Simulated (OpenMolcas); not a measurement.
# C2+: effect of the basis set

```json
{"Program": "OpenMolcas 26.06", "Method": "MS-CASPT2, IPEA 0.25 Eh, imaginary shift 0.1 Eh (closed shells correlated: 1s)", "Active space": "2 electrons in 4 orbitals (2s 2p)", "State averaging": "2S+1 = 3 even, 3 roots; 2S+1 = 1 even, 7 roots; 2S+1 = 3 odd, 3 roots; 2S+1 = 1 odd, 3 roots", "Spin-orbit coupling": "RASSI with atomic mean-field integrals over the reference wave functions, term energies averaged over their components"}
```

A. ANO-RCC-VDZP [3s2p1d], DKH2, point nucleus; CASPT2 step of the order of 1 core-seconds
B. ANO-RCC-VTZP [4s3p2d1f], DKH2, point nucleus; CASPT2 step of the order of 1.8 core-seconds
C. ANO-L-VTZP [4s3p2d1f], non-relativistic, point nucleus; CASPT2 step of the order of 1.4 core-seconds
D. ANO-R2 [4s4p2d1f], X2C, finite nucleus; CASPT2 step of the order of 2 core-seconds
E. ANO-R3 [4s4p2d1f], X2C, finite nucleus; CASPT2 step of the order of 1.7 core-seconds
F. ANO-RCC-VQZP [5s4p3d2f1g], DKH2, point nucleus; CASPT2 step about 2.4 core-seconds

Energies in cm⁻¹ above 2s² ¹S₀, the measured ground level; measured values from Moore, Selected Tables of Atomic Spectra, NSRDS-NBS 3, section 3.

```tsv
Level	A	B	C	D	E	F	Measured
2s² ¹S₀	0.0	0.0	0.0	0.0	0.0	0.0	0.0
2s 2p ³P°₀	52430	52380	52480	52640	52640	52360	52367
2s 2p ³P°₁	52460	52410	52510	52670	52670	52390	52391
2s 2p ³P°₂	52510	52460	52560	52720	52720	52440	52447
2s 2p ¹P°₁	106740	104560	105680	104600	104600	103660	102352
2p² ³P₀	138350	137750	138310	138120	138120	137470	137426
2p² ³P₁	138380	137770	138330	138140	138140	137500	137454
2p² ³P₂	138430	137830	138380	138190	138190	137550	137502
2p² ¹D₂	149620	147690	148700	148170	148170	147020	145876
2p² ¹S₀	188430	184620	186770	184650	184650	183150	182520
```

Deviations, from unrounded energies. A percentage is the sum of absolute deviations over the sum of measured energies, with the sign that they share, or ± where signs differ.

| Against measurement | Levels | A | B | C | D | E | F |
| --- | --- | --- | --- | --- | --- | --- | --- |
| mean absolute deviation (cm-1) | 9 | 1900 | 790 | 1500 | 1100 | 1100 | 360 |
| other configurations (%) | 9 | +1.7 | +0.7 | +1.3 | +1.0 | +1.0 | ±0.3 |

F lies closest to measurement on these levels and A furthest from it. The largest miss of F in the table is 2s 2p ¹P°₁, by +1300 cm-1. The ranking rests on the paired levels alone, and a cruder setting can come out closer through cancelling errors.

Among A to F the level of the table that moves most is 2p² ¹S₀, by 5300 cm-1 (lowest in F, highest in A). Moves below CASPT2's spread within the term are not significant.

CASPT2 breaks the degeneracy within a term, and the mean is taken; among the terms shown or strongly mixed into the levels shown the widest spread is 150 cm-1 (2p² ¹D, C). Measured partners are found by configuration, term and J. A level has none where our copy of the source lacks it or the pairing is in doubt (some pairs that miss far off the trend of their configuration count as doubtful), and it then counts in no deviation. Levels of configurations outside the active space are missing.

° marks odd parity.
